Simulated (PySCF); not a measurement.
Computed shifts of a molecule C₄H₁₁NSi, PBE0/pcSseg-1 (PySCF), GIAO, gas phase, atoms alike by connectivity averaged where their shifts nearly agree, in ppm (number of nuclei): ¹³C: 192.9 (1), 39.0 (1), 27.8 (1), -0.6 (1). ²⁹Si: -43.3 (1). ¹⁵N: 373.7 (1). ¹H: 5.04 (2), 2.49 (3), 2.17 (3), 0.77 (3). References: ¹³C against TMS (σ = 186.3 ppm); ²⁹Si against TMS (σ = 352.7 ppm); ¹⁵N against NH3 (σ = 267.4 ppm); ¹H against TMS (σ = 31.56 ppm), references at their B3LYP-D3(BJ)/def2-TZVP geometries, non-relativistic. Geometry: B3LYP-D3(BJ)/def2-SVP. A frequency run showed that this geometry is not a minimum. The values are those of a single conformer.

Q: Identify the compound among the candidates.
A. [SiH3]CC1CNC1
B. C[SiH2]N=C(C)C
C. CNC/C=C\[SiH3]
D. CC[SiH2]/C=N/C

A: B, C[SiH2]N=C(C)C
